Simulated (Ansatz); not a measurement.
A nudged elastic band was laid between two geometries of AlFH₃Sb (6 atoms, charge 0, multiplicity 1).

Theory: Ansatz, RKS LDA/def2-SVP.

* movable images: 5
* climbing image: from the first iteration
* spring: 5.0 eV/Å²
* optimiser: lbfgs
* start path: through a guess of the saddle point
* force threshold: 0.03 eV/Å
* iteration limit: 60
* end points: relaxed

Initial state:

```xyz
6
Properties=species:S:1:pos:R:3
F -1.152 -1.587 1.248
Al -0.309 -1.013 -0.072
Sb 1.312 0.999 0.328
H -0.562 -1.818 -1.431
H 0.780 1.578 -1.213
H -0.026 1.777 1.094
```

Final state:

```xyz
6
Properties=species:S:1:pos:R:3
F -1.132 -1.593 1.256
Al -0.526 -0.910 -0.139
Sb -0.085 1.668 -0.098
H -0.343 -1.923 -1.362
H 1.317 1.328 -1.051
H 0.811 1.367 1.348
```

(1) What changes between the two ends?

(2) What energy profile does the band end with?

(3) What is the geometry of the highest image?

Answers

(1) No bond is made or broken. The height of Sb3 over the plane of its neighbours goes from 1.14 to -1.14 Å. The two ends are copies of one structure, up to a mirror image or an exchange of like atoms.

(2) It converged. The highest image is number 3 of 0 to 6, 21.9 kcal/mol above the ends, which have the same energy within 2 meV. Another band between the same ends (5 images) ends at a top of the same energy, where a vibrational analysis finds 1 clearly imaginary mode.

```csv
image,path coordinate (Å),energy (kcal/mol),height of Sb3 over the plane of its neighbours (Å)
0,0.00,0.0,1.14
1,0.50,2.1,0.96
2,0.99,11.6,0.56
3,1.48,21.9,0.00
4,1.98,11.5,-0.56
5,2.48,2.0,-0.96
6,2.98,0.0,-1.14
```

(3) 
```xyz
6
Properties=species:S:1:pos:R:3
F -1.270 -1.788 1.267
Al -0.535 -1.196 -0.100
Sb 0.487 1.037 0.072
H -0.473 -1.993 -1.466
H 1.274 1.794 -1.206
H 0.559 2.082 1.386
```

The run took 3.7 min on 1 CPU thread of a shared host.
